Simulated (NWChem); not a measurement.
System: AlN₂H₅O; SMILES [OH][Al]([NH2])[NH2]

Here is an NWChem input.

```
start job
memory heap 200 mb stack 900 mb global 1100 mb
geometry units angstroms
  Al     0.022437    -0.003580     0.007627
  O      1.736197     0.180235     0.027879
  H      2.339654    -0.547706     0.235257
  N     -0.777275    -1.600258    -0.003426
  H     -0.312439    -2.497831    -0.146788
  H     -1.782948    -1.748206     0.097868
  N     -0.927933     1.501285     0.002260
  H     -1.933449     1.580707    -0.151213
  H     -0.511836     2.429312     0.092860
end
basis spherical
  * library 3-21g
end
dft
  xc b3lyp
  iterations 150
end
driver
  maxiter 120
end
task dft optimize
task dft freq
```

Parts of the log:

```
             Northwest Computational Chemistry Package (NWChem) 7.3.0
             --------------------------------------------------------

 C1  symmetry detected

                             Geometry "geometry" -> ""
                             -------------------------

 Output coordinates in angstroms (scale by  1.889725989 to convert to a.u.)

  No.       Tag          Charge          X              Y              Z
 ---- ---------------- ---------- -------------- -------------- --------------
    1 Al                  13.0000     0.02102387     0.00363643    -0.00379382
    2 O                    8.0000     1.63943233     0.59677859    -0.01418061
    3 H                    1.0000     2.40445693     0.03791626     0.18450091
    4 N                    7.0000    -0.36852331    -1.73913203     0.00349911
    5 H                    1.0000     0.29732036    -2.49852705    -0.14561115
    6 H                    1.0000    -1.30668258    -2.12531453     0.12286212
    7 N                    7.0000    -1.26527948     1.23376681     0.00352378
    8 H                    1.0000    -2.26250131     1.06648418    -0.13245186
    9 H                    1.0000    -1.08474280     2.23549543     0.08430420

 Effective nuclear repulsion energy (a.u.)     159.0906903379

                                Z-matrix (autoz)
                                --------

 Units are Angstrom for bonds and degrees for angles

      Type          Name      I     J     K     L     M      Value
      ----------- --------  ----- ----- ----- ----- ----- ----------
    1 Stretch                  1     2                       1.72371
    2 Stretch                  1     4                       1.78579
    3 Stretch                  1     7                       1.77985
    4 Stretch                  2     3                       0.96802
    5 Stretch                  4     5                       1.02091
    6 Stretch                  4     6                       1.02153
    7 Stretch                  7     8                       1.02026
    8 Stretch                  7     9                       1.02107
    9 Bend                     1     2     3               122.82808
   10 Bend                     1     4     5               125.66559
   11 Bend                     1     4     6               124.73255
   12 Bend                     1     7     8               126.33597
   13 Bend                     1     7     9               123.40796
   14 Bend                     2     1     4               122.72820
   15 Bend                     2     1     7               116.15186
   16 Bend                     4     1     7               121.11977
   17 Bend                     5     4     6               109.56268
   18 Bend                     8     7     9               110.13416
   19 Torsion                  2     1     4     5         -10.26750
   20 Torsion                  2     1     4     6         172.24976
   21 Torsion                  2     1     7     8         170.03209
   22 Torsion                  2     1     7     9          -5.55120
   23 Torsion                  3     2     1     4         -14.31145
   24 Torsion                  3     2     1     7         165.53939
   25 Torsion                  4     1     7     8         -10.11449
   26 Torsion                  4     1     7     9         174.30222
   27 Torsion                  5     4     1     7         169.88889
   28 Torsion                  6     4     1     7          -7.59384

                           NWChem Geometry Optimization
                           ----------------------------

 maximum gradient threshold         (gmax) =   0.000450
 rms gradient threshold             (grms) =   0.000300
 maximum cartesian step threshold   (xmax) =   0.001800
 rms cartesian step threshold       (xrms) =   0.001200
 fixed trust radius                (trust) =   0.300000
 source of zmatrix                         =   autoz

          -------------------
          Energy Minimization
          -------------------

 Using diagonal initial Hessian
 Scaling for Hessian diagonals: bonds = 1.00  angles = 0.25  torsions = 0.10

          --------
          Step   0

                                 NWChem DFT Module
                                 -----------------

 Summary of "ao basis" -> "ao basis" (spherical)
 ------------------------------------------------------------------------------
       Tag                 Description            Shells   Functions and Types
 ---------------- ------------------------------  ------  ---------------------
 Al                          3-21g                   7       13   4s3p
 O                           3-21g                   5        9   3s2p
 H                           3-21g                   2        2   2s
 N                           3-21g                   5        9   3s2p

            General Information
            -------------------
          SCF calculation type: DFT
          Wavefunction type:  closed shell.
          No. of atoms     :     9
          No. of electrons :    40
           Alpha electrons :    20
            Beta electrons :    20
          Charge           :     0
          Spin multiplicity:     1
          Use of symmetry is: off; symmetry adaption is: off
          Maximum number of iterations: 150
          AO basis - number of functions:    50
                     number of shells:    32
          Convergence on energy requested:  1.00D-06
          Convergence on density requested:  1.00D-05
          Convergence on gradient requested:  5.00D-04

              XC Information
              --------------
                         B3LYP Method XC Potential
                     Hartree-Fock (Exact) Exchange  0.200
                        Slater Exchange Functional  0.800 local
                    Becke 1988 Exchange Functional  0.720 non-local
              Lee-Yang-Parr Correlation Functional  0.810
                  VWN I RPA Correlation Functional  0.190 local

             Grid Information
             ----------------
          Grid used for XC integration:  medium
          Radial quadrature: Mura-Knowles
          Angular quadrature: Lebedev.
          Tag              B.-S. Rad. Rad. Pts. Rad. Cut. Ang. Pts.
          ---              ---------- --------- --------- ---------
          Al                  1.25       88           8.0       590
          O                   0.60       49          10.0       434
          H                   0.35       45          11.0       434
          N                   0.65       49          10.0       434
          Grid pruning is: on
          Number of quadrature shells:   460
          Spatial weights used:  Erf1

      Superposition of Atomic Density Guess
      -------------------------------------

 Sum of atomic energies:        -425.43199434

      Non-variational initial energy
      ------------------------------

 Total energy =    -426.638787
 1-e energy   =    -903.066582
 2-e energy   =     317.337105
 HOMO         =      -0.321537
 LUMO         =      -0.014567

   convergence    iter        energy       DeltaE   RMS-Dens  Diis-err
 ---------------- ----- ----------------- --------- --------- ---------
 d= 0,ls=0.0,diis     1   -427.8278472757 -5.87D+02  2.45D-02  9.56D-01
 d= 0,ls=0.0,diis     2   -427.7871680702  4.07D-02  1.39D-02  1.51D+00
 d= 0,ls=0.0,diis     3   -427.9279403348 -1.41D-01  3.03D-03  4.26D-02
 d= 0,ls=0.0,diis     4   -427.9300219848 -2.08D-03  1.38D-03  1.80D-02
 d= 0,ls=0.0,diis     5   -427.9318383872 -1.82D-03  1.62D-04  7.66D-05
  Resetting Diis
 d= 0,ls=0.0,diis     6   -427.9318489177 -1.05D-05  2.60D-05  1.07D-06
 d= 0,ls=0.0,diis     7   -427.9318490446 -1.27D-07  2.04D-05  5.71D-07
 d= 0,ls=0.0,diis     8   -427.9318489320  1.13D-07  1.28D-05  1.64D-06
 d= 0,ls=0.0,diis     9   -427.9318491063 -1.74D-07  2.29D-07  9.63D-11

         Total DFT energy =     -427.931849106291
      One electron energy =     -907.894664387351
           Coulomb energy =      363.898890871360
    Exchange-Corr. energy =      -43.026765928188
 Nuclear repulsion energy =      159.090690337888

 Numeric. integr. density =       39.999994587823

[...]

      ----------------------
      Optimization converged
      ----------------------

  Step       Energy      Delta E   Gmax     Grms     Xrms     Xmax
  ---- ---------------- -------- -------- -------- -------- --------
@   20    -427.93421566 -2.1D-07  0.00003  0.00001  0.00055  0.00158
                                     ok       ok       ok       ok

                                Z-matrix (autoz)
                                --------

 Units are Angstrom for bonds and degrees for angles

      Type          Name      I     J     K     L     M      Value     Gradient
      ----------- --------  ----- ----- ----- ----- ----- ---------- ----------
    1 Stretch                  1     2                       1.71469   -0.00003
    2 Stretch                  1     4                       1.78677   -0.00001
    3 Stretch                  1     7                       1.77976   -0.00001
    4 Stretch                  2     3                       0.97934    0.00000
    5 Stretch                  4     5                       1.01693   -0.00001
    6 Stretch                  4     6                       1.01741   -0.00000
    7 Stretch                  7     8                       1.01667   -0.00001
    8 Stretch                  7     9                       1.01699   -0.00001
    9 Bend                     1     2     3               129.15210    0.00001
   10 Bend                     1     4     5               124.88967    0.00001
   11 Bend                     1     4     6               124.07952   -0.00001
   12 Bend                     1     7     8               125.03386   -0.00000
   13 Bend                     1     7     9               123.56222   -0.00000
   14 Bend                     2     1     4               122.20406    0.00001
   15 Bend                     2     1     7               116.85328    0.00000
   16 Bend                     4     1     7               120.94231   -0.00001
   17 Bend                     5     4     6               111.02651   -0.00000
   18 Bend                     8     7     9               111.25788    0.00001
   19 Torsion                  2     1     4     5         -34.32162   -0.00001
   20 Torsion                  2     1     4     6         146.50072    0.00002
   21 Torsion                  2     1     7     8         160.47726   -0.00001
   22 Torsion                  2     1     7     9         -14.74149   -0.00001
   23 Torsion                  3     2     1     4         -42.94551    0.00000
   24 Torsion                  3     2     1     7         137.27072    0.00001
   25 Torsion                  4     1     7     8         -19.30942    0.00001
   26 Torsion                  4     1     7     9         165.47183    0.00000
   27 Torsion                  5     4     1     7         145.45346   -0.00003
   28 Torsion                  6     4     1     7         -33.72420    0.00000

                         Geometry "geometry" -> "geometry"
                         ---------------------------------

 Output coordinates in angstroms (scale by  1.889725989 to convert to a.u.)

  No.       Tag          Charge          X              Y              Z
 ---- ---------------- ---------- -------------- -------------- --------------
    1 Al                  13.0000     0.02081076    -0.02298438    -0.04551286
    2 O                    8.0000     1.64454698     0.52461019    -0.10693258
    3 H                    1.0000     2.42457933     0.20365531     0.39069734
    4 N                    7.0000    -0.39753115    -1.75959052    -0.00405313
    5 H                    1.0000     0.12043292    -2.49420596    -0.47966593
    6 H                    1.0000    -1.19873923    -2.14126846     0.49344515
    7 N                    7.0000    -1.24833500     1.22464663    -0.03042497
    8 H                    1.0000    -2.22270579     1.06898843    -0.27534765
    9 H                    1.0000    -1.06855482     2.20725285     0.16044733

 Effective nuclear repulsion energy (a.u.)     159.2088947755

                Final and change from initial internal coordinates
                --------------------------------------------------

                                Z-matrix (autoz)
                                --------

 Units are Angstrom for bonds and degrees for angles

[...]

 Rotational Constants
 --------------------
 A=   0.206564 cm-1  (  0.297193 K)
 B=   0.194669 cm-1  (  0.280079 K)
 C=   0.101203 cm-1  (  0.145606 K)

 Temperature                      =   298.15K
 frequency scaling parameter      =   1.0000

 Zero-Point correction to Energy  =   40.696 kcal/mol  (  0.064853 au)
 Thermal correction to Energy     =   44.917 kcal/mol  (  0.071579 au)
 Thermal correction to Enthalpy   =   45.509 kcal/mol  (  0.072523 au)

 Total Entropy                    =   77.706 cal/mol-K
   - Translational                =   38.883 cal/mol-K (mol. weight =  76.0217)
   - Rotational                   =   25.475 cal/mol-K (symmetry #  =        1)
   - Vibrational                  =   13.348 cal/mol-K

 Cv (constant volume heat capacity) =   23.094 cal/mol-K
   - Translational                  =    2.979 cal/mol-K
   - Rotational                     =    2.979 cal/mol-K
   - Vibrational                    =   17.135 cal/mol-K

[normal modes left out]

 ----------------------------------------------------------------------------
 Normal Eigenvalue ||           Projected Infra Red Intensities
  Mode   [cm**-1]  || [atomic units] [(debye/angs)**2] [(KM/mol)] [arbitrary]
 ------ ---------- || -------------- ----------------- ---------- -----------
    1       -0.000 ||    0.000941           0.022         0.917       0.161
    2       -0.000 ||    0.000452           0.010         0.441       0.077
    3       -0.000 ||    0.000270           0.006         0.264       0.046
    4        0.000 ||    0.000365           0.008         0.355       0.062
    5        0.000 ||    0.000010           0.000         0.010       0.002
    6        0.000 ||    0.000230           0.005         0.224       0.039
    7      154.802 ||    0.053029           1.223        51.695       9.087
    8      234.347 ||    0.004474           0.103         4.361       0.767
    9      251.572 ||    0.006278           0.145         6.120       1.076
   10      258.435 ||    0.048243           1.113        47.030       8.266
   11      271.382 ||    0.054947           1.268        53.565       9.415
   12      324.140 ||    0.043384           1.001        42.293       7.434
   13      517.419 ||    0.239120           5.517       233.106      40.973
   14      566.835 ||    0.161206           3.719       157.152      27.623
   15      591.408 ||    0.430702           9.937       419.870      73.801
   16      706.806 ||    0.012176           0.281        11.870       2.086
   17      729.608 ||    0.057506           1.327        56.059       9.854
   18      779.602 ||    0.076862           1.773        74.929      13.170
   19      928.795 ||    0.127161           2.934       123.963      21.789
   20      972.316 ||    0.116944           2.698       114.003      20.039
   21     1653.467 ||    0.064710           1.493        63.083      11.088
   22     1659.601 ||    0.021340           0.492        20.804       3.657
   23     3500.141 ||    0.008790           0.203         8.569       1.506
   24     3505.409 ||    0.008162           0.188         7.957       1.399
   25     3590.447 ||    0.006408           0.148         6.247       1.098
   26     3595.858 ||    0.006220           0.143         6.063       1.066
   27     3688.494 ||    0.025781           0.595        25.132       4.418
 ----------------------------------------------------------------------------
```

Level: B3LYP/3-21G.
